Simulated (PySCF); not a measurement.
**Rb: ionisation energy**

Rb [Kr] 5s1 (2S) → Rb⁺ [Kr] (1S), as a difference of total energies. All numbers are calculated (PySCF 2.14, the spin-free X2C one-electron Hamiltonian (Gaussian nucleus), in x2c-TZVPPall). Correlated levels: valence and next inner shell: [Ar] 3d10 frozen. The calculations carry no spin-orbit coupling.

```tsv
method	ionisation energy (eV)
UHF	3.798
MP2 (valence and next inner shell)	4.102
SCS-MP2 (valence and next inner shell)	4.043
CCSD (valence and next inner shell)	4.093
CCSD(T) (valence and next inner shell)	4.118
```

How much does correlation contribute at CCSD(T) (valence and next inner shell)?

4.118 − (3.798) = 0.320 eV, measured against UHF.

Errors of the correlated levels include the incompleteness of this basis and the frozen core.

For comparison: 4.177 eV (measured; NIST Atomic Spectra Database, ionization energies).
